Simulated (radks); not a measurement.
Results of a calculation; reference values are marked as such.
Charge is removed step by step from the 4d down level of the palladium ion Pd3+, starting from [Kr] 4d(up 5, down 2). Level of theory: scalar-relativistic Kohn-Sham, PBE, spin-polarised, spherical densities, point nucleus (a radial shooting solver on a logarithmic mesh with Libxc functionals).

| removed (e) | E - E(0) (eV) | eigenvalue (eV) | E minus straight line (eV) |
|---|---|---|---|
| 0 | 0.000 | -40.269 | 0.000 |
| 0.25 | 10.518 | -43.898 | -1.391 |
| 0.5 | 21.953 | -47.597 | -1.865 |
| 0.75 | 34.320 | -51.362 | -1.407 |
| 1 | 47.636 | -55.189 | 0.000 |

Removing the whole electron costs 47.636 eV by Delta-SCF, against 40.269 eV from minus the eigenvalue at the starting occupation. Slater's transition state (half an electron removed) gives 47.597 eV. Integrating minus the eigenvalue over the occupation (Janak's theorem) gives 47.641 eV. In this scalar-relativistic scheme the density is built from large components alone, so the theorem holds only approximately. The mean slope of the eigenvalue, de/dn, is 14.9 eV per electron. Ionisation energy of Pd3+ in the NIST Atomic Spectra Database: 46 eV (theoretical).
